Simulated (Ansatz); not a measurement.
Cost and result for the atomization energy of `BO[SiH2]S` (9 atoms, 8 bonds).

```xyz
9

B    -1.3212   -1.1946    0.5103
O    -0.4914   -0.6034   -0.3744
Si    0.2896    0.8554   -0.3319
S     2.3052    0.6582    0.3014
H    -1.6387   -0.6159    1.5166
H    -1.7265   -2.2927    0.2549
H     0.2212    1.3877   -1.7089
H    -0.3480    1.7508    0.6613
H     2.7098    0.0545   -0.8294
```

Total charge 0; spin multiplicity 1. The structure was optimised at the PBE0-D4/def2-TZVP level. It is one conformer, not always the lowest. Program: Ansatz. All runs use 2 threads of an Intel Xeon Platinum 8175M on a shared host. Times are those of one run each, without the atoms' runs, and a repeat can differ threefold. Electronic energies, without spin–orbit coupling; frozen cores. CCSD(T)/CBS adds CCSD(T) − MP2 in def2-TZVPP to the MP2 limit, and its time is that of the two runs behind it. T1 = 0.013. B3LYP takes the VWN-RPA correlation (the form of Gaussian; ORCA's B3LYP/G). HSE06 is the plane-wave form, built on full-range PBE exchange.

CCSD(T)/CBS is a level of theory with its own doubt, some kJ/mol a heavy atom from the limit and from the frozen cores, so smaller differences don't rank the functionals.

```tsv
level	functions	atomization (kJ/mol)	difference from CCSD(T)/CBS	per bond
r2SCANh-D4/def2-TZVPP	216	3132.6	-6.8	-0.8
BLYP-D4/def2-TZVPP	216	3118.2	-21.2	-2.6
CCSD(T)/def2-TZVPP	216	3054.6	-84.8	-10.6
B3LYP-D4/def2-TZVPP (with forces)	216	3135.7	-3.7	-0.5
PBE-D4/def2-TZVPP (with forces)	216	3147.0	7.6	0.9
BHLYP-D4/def2-TZVPP	216	3073.9	-65.5	-8.2
CCSD(T)/CBS(def2)	–	3139.4	0.0	0.0
MP2/def2-QZVPP	404	3150.8	11.4	1.4
CCSD(T)/def2-SVP	89	2928.1	-211.3	-26.4
HSE06-D4/def2-TZVPP	216	3113.4	-26.0	-3.2
CAM-B3LYP-D4/def2-TZVPP	216	3152.1	12.7	1.6
PBE-QIDH/def2-TZVPP	216	3106.7	-32.7	-4.1
ωB97M-V/def2-TZVPP (with forces)	216	3157.2	17.8	2.2
```

Problem. Order the runs by time, with rough figures. (Best estimate.)

Solution. The calculation gave: BLYP-D4/def2-TZVPP 2.9 s; CCSD(T)/def2-SVP 3.7 s; PBE-D4/def2-TZVPP (with forces) 3.7 s; BHLYP-D4/def2-TZVPP 4.2 s; HSE06-D4/def2-TZVPP 4.5 s; CAM-B3LYP-D4/def2-TZVPP 4.9 s; r2SCANh-D4/def2-TZVPP 6.5 s; B3LYP-D4/def2-TZVPP (with forces) 8 s; PBE-QIDH/def2-TZVPP 8 s; ωB97M-V/def2-TZVPP (with forces) 16 s; MP2/def2-QZVPP 25 s; CCSD(T)/def2-TZVPP 72 s; CCSD(T)/CBS(def2) 97 s.

Leaving LDA and LC-ωPBE aside and taking each functional with its dispersion term where it has one, the values, not all of them listed here, spread over 85.2 kJ/mol, from BHLYP-D4 to B97M-V. LDA lies +397.1 kJ/mol from PBE without D4, its usual overbinding. The D4 term adds +29.4 kJ/mol with B3LYP and +15.4 kJ/mol with PBE0; it sums over pairs of atoms, weighted by their polarisabilities, and B3LYP, whose exchange is more repulsive, gets the larger term. From PBE to PBE0 (25 % exact exchange), in def2-TZVPP and without D4, the atomization energy moves by −32.7 kJ/mol: exact exchange takes away binding that semilocal exchange gives to molecules.
